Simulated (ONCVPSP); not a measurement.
**Which setting gave this result? (beryllium, ONCV)**

Base potential:

ONCVPSP 4.0.1 input, shortened (lines: element, Z, core and valence counts, functional; n l f; lmax; l rc ep ncon nbas qcut; lloc lpopt rc5 dvloc0; l nproj debl; icmod fcfact rcfact), PBE, scalar-relativistic:

```
  Be 4.00    0    2        4      upf
    1    0    2.00
    2    0    2.00
    2
    0    0.90    0.00    3    8   15.00
    1    0.70    0.30    4    7   10.10
    2    0.75    0.33    4    8   13.50
    4    5    0.55    0.00
    0    2    2.00
    1    2    1.70
    2    1    2.60
    0    0.00    0.00
```

Cutoffs, loose and tight: the cutoffs (Ha) at which the residual kinetic energy of the hardest occupied pseudo-wave falls to 1 and 0.1 mHa per electron. They do not see the model core or the augmentation charge, which bear on the density cutoff. Test errors are all-electron minus pseudo excitation energies from the reference, over the configurations 1s2 2s1; 1s2 2s0; 1s2 2s1.5; 1s2 2s0 2p1; variants that change the core or the reference have their own tests.

Only the scale of all radii (base = 1) is moved:

```csv
scale of all radii (base = 1),"cutoff, loose","cutoff, tight",bound ghosts,largest test error (meV)
0.77,89 Ha,103 Ha,none,+3.6
0.84,83 Ha,97 Ha,none,+4.0
0.91,78 Ha,92 Ha,none,+4.3
0.97,75 Ha,88 Ha,none,+4.5
1.06,72 Ha,85 Ha,none,+4.7
1.13,71 Ha,83 Ha,none,+5.0
1.25,62 Ha,74 Ha,none,+6.4
1.34,57 Ha,68 Ha,none,+6.7
```

Problem. One more run gave cutoff, loose: 68 Ha; cutoff, tight: 80 Ha; bound ghosts: none; largest test error (meV): +5.6. Which value of the scale of all radii (base = 1) was used?

Solution. 1.17. The loose cutoff moves one way along this sweep, from 89 Ha at 0.77 to 57 Ha at 1.34, which places the run between 1.13 and 1.25.
